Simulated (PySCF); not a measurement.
Compound: ethyl methoxyacetate, C5H10O3.
SMILES with atom numbers: `[CH3:1][CH2:2][O:3][C:4](=[O:5])[CH2:6][O:7][CH3:8]` (hydrogens: H9, H10, H11 on C1; H12, H13 on C2; H14, H15 on C6; H16, H17, H18 on C8)

The calculation used PBE0-D3(BJ)/def2-SVP geometry optimisation, gas phase (PySCF).

(1) List the bond lengths, angles and torsions at this level.

Results:

(1) 
```tsv
bond	length (Å)
C1–C2	1.506
C2–O3	1.427
O3–C4	1.336
C4=O5	1.201
C4–C6	1.519
C6–O7	1.380
O7–C8	1.401
C1–H9, C1–H10, C1–H11	1.100
C2–H12, C2–H13	1.102
C6–H14, C6–H15	1.106
C8–H16	1.108
C8–H17, C8–H18	1.101
```

Bonds in one row agree within 0.01 Å and their mean is given. A selection of angles:
```tsv
angle	degrees
C2–C1–H9	110.1
C2–C1–H10	110.9
H9–C1–H10	108.3
C1–C2–O3	108.1
C1–C2–H12	112.0
O3–C2–H12	108.9
H12–C2–H13	106.7
C2–O3–C4	116.4
O3–C4–O5	124.2
O3–C4–C6	110.1
O5–C4–C6	125.7
C4–C6–O7	114.1
C4–C6–H14	107.6
O7–C6–H14	112.9
O7–C6–H15	108.2
H14–C6–H15	106.4
C6–O7–C8	114.6
O7–C8–H16	111.3
O7–C8–H17	107.3
H16–C8–H17	108.4
H16–C8–H18	109.0
```

Torsions: C1–C2–O3–C4 -179° (antiperiplanar); C2–O3–C4–O5 0° (synperiplanar); O3–C4–C6–O7 -179° (antiperiplanar); C4–C6–O7–C8 -73° (synclinal). The mirror-image conformer, all signs reversed, is as good.

Of the pairs four or more bonds apart, O5···H18 is among the closest relative to their van der Waals radii: 2.49 Å, 92 % of the sum of Bondi's values. The 5 C–O bonds span 1.201 Å (C4=O5, drawn double) to 1.427 Å (C2–O3, drawn single), a spread of 0.226 Å.

Point group: C1 (no symmetry element, even within 0.4 Å). No PBE0-D3(BJ)/def2-SVP frequencies stand behind this structure, so it isn't proved a minimum. The numbers are those of one conformer.
